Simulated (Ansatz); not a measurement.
Born–Oppenheimer molecular dynamics of AlClH₃NO (7 atoms, charge 0, multiplicity 1). It goes on from the last frame of an earlier run, with new velocities.

Level of theory: RHF/6-31G (Ansatz).

| Item | Value |
| --- | --- |
| ensemble | NVE (Milne-controlled integrator) |
| time step | 0.5 fs |
| steps asked | 250 |
| starting velocities drawn for | 500 K |
| masses | H 10 u |
| seed | 925568 |

First frame:

```xyz
7
Properties=species:S:1:pos:R:3
Al -0.133 -0.187 -0.050
Cl -0.120 -0.276 2.111
O 1.392 -0.290 -0.830
H 2.284 -0.530 -1.099
N -1.640 -0.014 -0.934
H -2.505 -0.252 -0.461
H -1.861 0.510 -1.801
```

**Question.** How far do the bonds stretch over the last three quarters of this one trajectory? (Pairs bonded in most of those frames.)

**Answer.** 
```tsv
bond	mean (Å)	spread (Å)	shortest	longest
Al1–Cl2	2.202	0.030	2.16	2.25
Al1–O3	1.672	0.025	1.63	1.73
Al1–N5	1.776	0.040	1.71	1.87
O3–H4	0.937	0.014	0.91	0.96
N5–H6	1.002	0.030	0.96	1.06
N5–H7	0.999	0.022	0.96	1.04
```

Mean temperature of the second half: 457 K. The conserved energy stayed within 0.0062 meV per atom of its start (net change 0.0034 meV per atom), so the integration is sound. A run of 0.12 ps of so small a system gives no equilibrium averages. Limits of this set-up: no polarisation functions.

Run time: 4.2 min on 1 thread of Arm Neoverse V1, on a shared host, peak memory 0.093 GiB.
